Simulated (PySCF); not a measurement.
Computed properties of C₆H₅I, SMILES C(#C)/C=C(\I)C=C

C6H5I, SMILES C#C/C=C(\I)C=C. Geometry: PBE0-D3(BJ)/def2-SVP. The structure was generated by enumeration; whether it is a known compound was not checked. The def2 effective core potentials stand for the cores of I; spin–orbit coupling is left out. One conformer was computed; it need not be the lowest. All values are computed for the isolated molecule unless a solvent is named; none is compared with measurement here.

**Structure.** The optimised structure has Cs symmetry. All 30 harmonic modes at PBE0-D3(BJ)/def2-SVP (PySCF) are real, so it is a minimum. With heavy atoms numbered as in [CH:1]#[C:2]/[CH:3]=[C:4](\[I:5])[CH:6]=[CH2:7], the shortest bond between them is C1–C2 at 1.215 Å and the longest C4–I5 at 2.102 Å.

**Vibrations.** The strongest infrared lines (harmonic, unscaled, degenerate partners summed) lie at 3489 cm⁻¹ (107 km/mol, H 86 %, C 14 %), 948 cm⁻¹ (42 km/mol, H 74 %, C 26 %), 676 cm⁻¹ (37 km/mol, H 76 %, C 24 %). The softest mode is at 94 cm⁻¹ and the zero-point energy is 53.3 kcal/mol.

**Electronic structure.** PBE0/def2-TZVP (PySCF) places the frontier levels at -6.66 and -1.95 eV, a gap of 4.71 eV, and gives a dipole moment of 1.08 D. PBE/def2-TZVP (PySCF) at the same geometry gives -5.73 and -2.75 eV, so its gap is 1.73 eV narrower. An orbital gap is neither the optical nor the fundamental gap.

**Excitations.** TDA-ωB97X/def2-SVPD (PySCF) has S1 at 4.88 eV (254 nm, f = 0.000, dark); the most intense of the 10 singlets computed lies at 4.96 eV (f = 0.60). T1 (TDA) is at 2.66 eV, 2.22 eV under S1. TDA-PBE/def2-SVPD (PySCF) puts S1 at 3.56 eV. No vertical singlet excitation falls in the visible range (under 3.1 eV).
